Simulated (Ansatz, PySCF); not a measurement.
System: dihydroxy(dimethyl)silane, C2H8O2Si, charge 0, multiplicity 1. SMILES: C[Si](C)(O)O
Coordinates optimised at B3LYP-D3(BJ)/def2-TZVP (Ansatz, a first-principles code):
```
Si
O 1 1.6487
H 2 0.9603 1 117.43
O 1 1.6591 2 106.66 3 40.76
H 4 0.9592 1 118.16 2 -146.37
C 1 1.8577 2 105.80 3 159.82
H 6 1.0914 1 110.45 2 -61.17
H 6 1.0921 7 108.04 1 -121.56
H 6 1.0924 7 108.11 8 -116.62
C 1 1.8697 2 111.83 3 -78.40
H 10 1.0922 1 110.58 2 -59.68
H 10 1.0927 11 107.70 1 -121.92
H 10 1.0934 11 107.50 12 -116.02
```

Wanted: atomisation energy, in kcal/mol. Set-up: non-relativistic; no spin-orbit coupling; six Cartesian d functions in 6-31G* and its kin unless marked 5d; frozen cores in correlated levels; atomisation electronic, to ground-state atoms; open shells spin-unrestricted; 6-311+G** with 5d, 6d on Na to Ar in Ansatz; no dispersion term unless named. CBS(X,Y): correlation extrapolated as X^-3; Hartree-Fock from the larger set. First-principles rows: single points at B3LYP-D3(BJ) geometries (Ansatz).

Coupled cluster (Ansatz) is a level with limits of its own, used here on species with T1 under 0.025 (0.045 for open shells) and stable references: CCSD(T)/CBS(cc-pV(T+d)Z,cc-pV(Q+d)Z).

Value to compare with, CCSD(T)/CBS(cc-pV(T+d)Z,cc-pV(Q+d)Z) (Ansatz): 1221.6 kcal/mol.

| level | program | atomisation energy (kcal/mol) | difference |
|---|---|---|---|
| PBE/3-21G | Ansatz | 1182.6 | -39.0 |
| BLYP/6-31G* | Ansatz | 1179.8 | -41.8 |
| B3LYP/6-31G* | Ansatz | 1185.2 | -36.4 |
| M06-2X/6-31G* (5d) | PySCF | 1199.1 | -22.5 |
| M06-2X/6-311+G** | PySCF | 1201.1 | -20.5 |
| MP2/STO-3G | Ansatz | 1128.3 | -93.3 |
| MP2/6-31G* | Ansatz | 1109.2 | -112.4 |
| B3LYP/def2-TZVPD | Ansatz | 1202.7 | -18.9 |
| wB97X-V/def2-TZVPD | Ansatz | 1216.7 | -4.9 |

Among the 7 habitual levels, MP2/6-31G* lies farthest from CCSD(T)/CBS(cc-pV(T+d)Z,cc-pV(Q+d)Z) (Ansatz) (-112.4 kcal/mol) and M06-2X/6-311+G** nearest (-20.5); 0 of 7 lie above it, and their mean absolute difference is 52.3 kcal/mol, the median 39.0. One case shows no general order.

The levels are drawn from those run, B3LYP/6-31G* more often than the rest, none by its result; left out are runs that failed, that the program found above a lower state of the same kind, or whose <S^2> lies over 0.5 above the pure value.
